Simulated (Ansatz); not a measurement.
CH3AuF3PS. Charge 0, multiplicity 1. Au takes the def2 core potential. The bonds changed during the relaxation, so this is another structure than the one it started from. The geometry is a stationary point of PBE0-D4/def2-TZVP. It is one conformer, not always the lowest.

```xyz
10

C    -1.387   -0.913    0.727
S    -0.783    0.709    1.251
Au    0.838    0.240    2.725
P     1.104    1.342   -1.466
F     2.280    0.937   -0.500
F     1.987    1.463   -2.774
F     0.565   -0.113   -1.757
H    -1.815   -1.470    1.558
H    -2.177   -0.700    0.003
H    -0.612   -1.495    0.232
```

**Question.** What is the dipole moment at ωB97M-V/def2-TZVPP? (Best estimate.)

**Answer.** Computed: 2.64 D, with components (0.48, -1.10, 2.35) D in this frame, pointing from negative to positive charge.

**Question.** And with PBE, r2SCAN, B3LYP? (Estimate.)

**Answer.** The calculation gave: PBE 1.95 D, r2SCAN 2.13 D, B3LYP 2.09 D.

**Question.** Give the Mulliken charges with ωB97M-V, r2SCAN, PBE in def2-TZVPP. (Estimate.)

**Answer.** Ansatz gave: 
```json
{"atom": "C1", "ωB97M-V": "-0.36", "r2SCAN": "-0.16", "PBE": "-0.27"}
{"atom": "S2", "ωB97M-V": "-0.32", "r2SCAN": "-0.28", "PBE": "-0.25"}
{"atom": "Au3", "ωB97M-V": "0.28", "r2SCAN": "0.18", "PBE": "0.15"}
{"atom": "P4", "ωB97M-V": "0.70", "r2SCAN": "0.70", "PBE": "0.58"}
{"atom": "F5", "ωB97M-V": "-0.24", "r2SCAN": "-0.24", "PBE": "-0.20"}
{"atom": "F6", "ωB97M-V": "-0.24", "r2SCAN": "-0.25", "PBE": "-0.20"}
{"atom": "F7", "ωB97M-V": "-0.24", "r2SCAN": "-0.25", "PBE": "-0.21"}
{"atom": "H8", "ωB97M-V": "0.15", "r2SCAN": "0.10", "PBE": "0.13"}
{"atom": "H9", "ωB97M-V": "0.14", "r2SCAN": "0.09", "PBE": "0.12"}
{"atom": "H10", "ωB97M-V": "0.14", "r2SCAN": "0.09", "PBE": "0.13"}
```

B3LYP here is the variant with VWN-RPA as its local correlation; programs differ in this.
